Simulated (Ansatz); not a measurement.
`C[CH2][GeH2][CH3]` → `[CH2][GeH2][CH3]`• + `[CH3]`• at 600 K and 1 bar (homolysis of the C–C bond).

Isolated molecules relaxed with PBE0-D4/def2-TZVP in Ansatz; ΔE leaves out vibrations. CCSD(T)/CBS is the MP2 limit (def2-TZVPP, def2-QZVPP) plus CCSD(T) − MP2 in def2-TZVPP, frozen cores. This one scheme is used for every species. Open shells (•) are unrestricted, without spin–orbit coupling. For Ge outer-core shells are correlated without core-valence functions, which leaves a few kJ/mol of doubt a bond. Scalar relativity is left out up to krypton. One conformer a species, not always the lowest.

| species | CCSD(T)/CBS energy (Eh) | H − E (kJ/mol) | S (J/(mol·K)) |
| --- | --- | --- | --- |
| `C[CH2][GeH2][CH3]` | -2196.29761 | 376.6 | 455.4 |
| `[CH2][GeH2][CH3]`• | -2156.36425 | 251.9 | 416.6 |
| `[CH3]`• | -39.78218 | 101.9 | 224.9 |

H − E and S are ideal-gas, rigid-rotor, harmonic terms from PBE0-D4/def2-TZVP, for one conformer and one mirror image of each species, with the whole ground term of open shells counted as degenerate. 1 Eh = 2625.50 kJ/mol, R = 8.31446 J/(mol·K).

Question: By hand: ΔE, ΔH, ΔS and ΔG.

Answer: ΔE = (-2156.36425) + (-39.78218) − (-2196.29761) = 0.15118 Eh = 396.9 kJ/mol. Δ(H − E) = 251.9 + 101.9 − 376.6 = -22.8, so ΔH = 374.1 kJ/mol. ΔS = 416.6 + 224.9 − 455.4 = 186.1 J/(mol·K). ΔG = 374.1 − 600 × (186.1)/1000 = 262.4 kJ/mol.

Question: By hand: the equilibrium constant, and the temperature at which ΔG would vanish if ΔH and ΔS stayed fixed.

Answer: log₁₀ K = −ΔG/(RT ln 10) = -22.8. ΔG = 0 at ΔH/ΔS = 2010 K.

The number of gas molecules changes by +1, which sets the sign of ΔS. A doubt of 5 kJ/mol in ΔE shifts log₁₀ K by 0.4 here. Other conformers and mirror images would add mixing entropy, several J/(mol·K) or more a flexible species. Modes under 60 cm⁻¹, often nearly free rotors, make the harmonic entropy too high. These are equilibria of isolated gas molecules and say nothing of rates. Largest T1 diagnostic: 0.011 (customary marks: 0.02 for closed shells, 0.045 for open ones).
